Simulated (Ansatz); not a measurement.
Spectroscopic constants of As₂+, multiplicity 4 (an upper state: multiplicity 2 came lower at CCSD(T)/def2-TZVPP on PBE0 minima). No spin–orbit coupling. As is treated without relativity.

Seven points along R, fitted to fifth degree in 1/R; most abundant isotopes. Runs in def2 and cc sets follow the lowest solution found near the PBE0 minimum.

Correlated levels freeze the inner cores; with def2 sets outer-core shells near the valence are correlated too.

The values were computed with Ansatz (a first-principles code). Each number belongs to the level named beside it.

Energies at CCSD(T)/def2-TZVPP:

| R (Å) | E (hartree) |
|---|---|
| 2.267323 | -4468.51960347 |
| 2.328272 | -4468.52432624 |
| 2.384346 | -4468.52660481 |
| 2.447733 | -4468.52728756 |
| 2.511121 | -4468.52639622 |
| 2.584260 | -4468.52389424 |
| 2.669590 | -4468.51955321 |

Task: With a reduced mass of 37.4608 u, find the minimum, the force constant and the constants.

Result: A fifth-degree polynomial in 1/R puts the minimum at r_e = 2.4408 Å with force constant 175 N/m. Then ω_e = (1/2πc)√(k/μ) = 281 cm⁻¹ and B_e = h/(8π²cμr_e²) = 0.07553 cm⁻¹; the cubic and quartic terms give α_e = 0.00028 and ω_e x_e = 0.83 cm⁻¹.

Doubts at one or more of the structures used: other coupled-cluster roots lie near (CCSD(T)/def2-TZVPP).
